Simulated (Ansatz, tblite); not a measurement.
Removing and adding an electron: In₇Sb₆F₃. The state is a singlet with charge 0. Geometry: PBE-D4/def2-SVP. Ansatz, gas phase; energy differences of separate SCF runs; the oxidised species was run as a doublet alone; the reduced species was run as a doublet alone.

```xyz
16

Sb    1.917   -2.486    2.674
Sb   -0.542    2.175    2.145
Sb    2.153    2.838    1.269
Sb   -1.930   -1.902   -2.449
Sb    2.000   -4.274    0.606
Sb   -3.652   -0.555   -0.748
In    1.593    0.072    1.406
In   -1.348   -1.193    1.391
In    0.023    4.272   -0.537
In   -2.083    1.809   -0.287
In    0.358   -2.503   -0.763
In   -1.812    1.029   -3.454
In    2.148    1.512   -1.879
F    -0.165   -2.217    3.206
F     1.546   -0.480   -0.823
F    -0.207    1.904   -1.758
```

In the def2 sets In, Sb take a core potential; there is no spin–orbit coupling. The xTB rows come from tblite. B3LYP takes the VWN-RPA correlation. Single mean-field runs in def2-TZVP are fitted with def2-universal-jkfit.

(1) Estimate orbital energies and vertical ionisation energies and electron affinities at: GFN1-xTB; PBE-D4/def2-TZVP; B3LYP-D4/def2-TZVP; PBE0-D4/def2-TZVP.

## Answers

(1) 
```tsv
level	−HOMO (eV)	vertical IE (eV)	−LUMO (eV)	vertical EA (eV)	HOMO–LUMO gap (eV)	IE − EA (eV)	remarks
GFN1-xTB	6.93	8.44	6.04	4.62	0.89	3.82	–
PBE-D4/def2-TZVP	4.40	5.91	3.70	2.31	0.70	3.60	restricted SCF unstable in HF (singlet)
B3LYP-D4/def2-TZVP	4.89	6.03	3.39	2.36	1.50	3.67	restricted SCF unstable in HF (singlet)
PBE0-D4/def2-TZVP	5.04	6.03	3.32	2.40	1.72	3.63	restricted SCF unstable in HF (singlet)
```

   Raw xTB energy differences between charge states are shifted by several eV; the methods need an empirical correction for them. Sets without diffuse functions give affinities that are too small.
